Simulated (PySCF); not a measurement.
PGMEA (C6H12O3), SMILES COCC(C)OC(C)=O. Atoms are numbered in the order given.

```xyz
21

C      3.3515     1.0252     0.0449
O      2.3656     0.0688     0.3245
C      1.1221     0.3512    -0.2612
C      0.1402    -0.7415     0.1524
C      0.5677    -2.1274    -0.2877
O     -1.1324    -0.4618    -0.4673
C     -1.9733     0.3833     0.1652
C     -3.2597     0.5331    -0.6080
O     -1.7151     0.9333     1.2069
H      3.0666     2.0316     0.4126
H      3.5531     1.1054    -1.0427
H      4.2764     0.7145     0.5517
H      1.1956     0.3783    -1.3695
H      0.7376     1.3332     0.0770
H      0.0145    -0.6936     1.2443
H     -0.1520    -2.8844     0.0576
H      0.6316    -2.1813    -1.3861
H      1.5575    -2.3525     0.1324
H     -3.0449     0.9028    -1.6222
H     -3.9257     1.2291    -0.0848
H     -3.7460    -0.4483    -0.7170
```
Charge 0, spin multiplicity 1.

Geometry optimised at B3LYP-D3(BJ)/def2-SVP. One conformer was computed; it need not be the lowest.

Method: PySCF with HF/pcSseg-1.

GIAO shieldings, no solvent; atoms listed in one row are averaged. δ = σ(ref) − σ: ¹³C against TMS (σ = 192.6 ppm); ¹⁷O against H2O (σ = 333.0 ppm); ¹H against TMS (σ = 31.99 ppm), references at their B3LYP-D3(BJ)/def2-TZVP geometries, non-relativistic.

Estimate the chemical shifts. (The exact figures need the calculation; the answer reports its results.)


| nucleus | atoms | count | δ (ppm) |
|---|---|---|---|
| ¹³C | C7 | 1 | 181.3 |
| ¹³C | C3 | 1 | 69.0 |
| ¹³C | C4 | 1 | 65.1 |
| ¹³C | C1 | 1 | 56.1 |
| ¹³C | C8 | 1 | 24.8 |
| ¹³C | C5 | 1 | 20.6 |
| ¹⁷O | O9 | 1 | 439.5 |
| ¹⁷O | O6 | 1 | 184.4 |
| ¹⁷O | O2 | 1 | -10.8 |
| ¹H | H15 | 1 | 4.77 |
| ¹H | H14 | 1 | 3.57 |
| ¹H | H10, H11, H12 | 3 | 3.47 |
| ¹H | H13 | 1 | 2.73 |
| ¹H | H19, H20, H21 | 3 | 2.35 |
| ¹H | H16, H17, H18 | 3 | 1.65 |
